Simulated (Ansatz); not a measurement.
Coupled-cluster run, F2GaHSe, SMILES `[F][Ga]([F])[SeH]`.

```yaml
crystal:
  periodic: [false, false, false]
  atoms:
    - {symbol: F, position_ang: [-0.197808, -1.524425, 1.703966]}
    - {symbol: Ga, position_ang: [0.185880, -0.404359, 0.431150]}
    - {symbol: F, position_ang: [1.887728, -0.173248, 0.152387]}
    - {symbol: Se, position_ang: [-1.432795, 0.672358, -0.772811]}
    - {symbol: H, position_ang: [-0.393105, 1.356074, -1.556091]}
basis:
  gaussian: {orbitals: def2-TZVPP}
correlation: {method: ccsd_t}
output: {orbitals: {seedname: orbitals}}
```

```sh
$ ansatz run in.yaml --threads 2 --pin off --events-out ev --progress --plain --max-ram 32768MiB --backend cuda --devices 0, --max-vram 18GiB
```

Output of Ansatz, abridged:

```
Functional definition: HF
1139 factors; integrals over basis functions are off by at most 1.1e-3 eV
mean field evaluation 1: about -123067.5597 eV, gradient 4.3e1 eV
mean field evaluation 2: about -123067.6796 eV, gradient 4.3e1 eV
mean field evaluation 4: about -123071.0070 eV, gradient 2.6e0 eV
mean field evaluation 8: about -123071.0570 eV, gradient 4.1e-1 eV
mean field evaluation 16: about -123071.0578 eV, gradient 2.0e-6 eV
mean field -123071.05780278 eV, -4522.7779536931 hartree, gradient 2.0e-6 eV, S^2 0.000000; 0 other end points of the search recorded, 0 dependent functions left out
20 core orbitals not correlated: weight in the atoms' cores, before any rotation towards them, 1.000 or more for the frozen orbitals, at most 0.000 for the correlated occupied ones
reference -123071.05780278 eV, -4522.7779536931 hartree; 22, 22 occupied and 130, 130 virtual orbitals, 1139 factors
second order -26.98210756 eV of doubles, -0.00000000 eV of singles
cycle   1  -26.11363152 eV  change    8.7e-1 eV  update   1.3e-1
cycle   2  -26.80164662 eV  change   -6.9e-1 eV  update   3.9e-2
cycle   3  -26.93767423 eV  change   -1.4e-1 eV  update   2.0e-2
cycle   4  -26.91790509 eV  change    2.0e-2 eV  update   5.1e-3
cycle   5  -26.91231165 eV  change    5.6e-3 eV  update   1.9e-3
cycle   6  -26.91371336 eV  change   -1.4e-3 eV  update   5.8e-4
cycle   7  -26.91354369 eV  change    1.7e-4 eV  update   1.8e-4
cycle   8  -26.91340284 eV  change    1.4e-4 eV  update   5.8e-5
cycle   9  -26.91341609 eV  change   -1.3e-5 eV  update   2.0e-5
perturbative correction -0.92854808 eV, -0.0341235125 hartree
Total energy: -123098.89976696 eV, -4523.8011270045 hartree
```

It took 6 s on 2 threads of an AMD EPYC 7R13 on a shared host and a share of an NVIDIA H100 80 GB, with 0.77 GiB of host memory at the peak.

The correlation energy is -27.842 eV, 3.3 % of it from (T); the T1 diagnostic reads 0.0128.
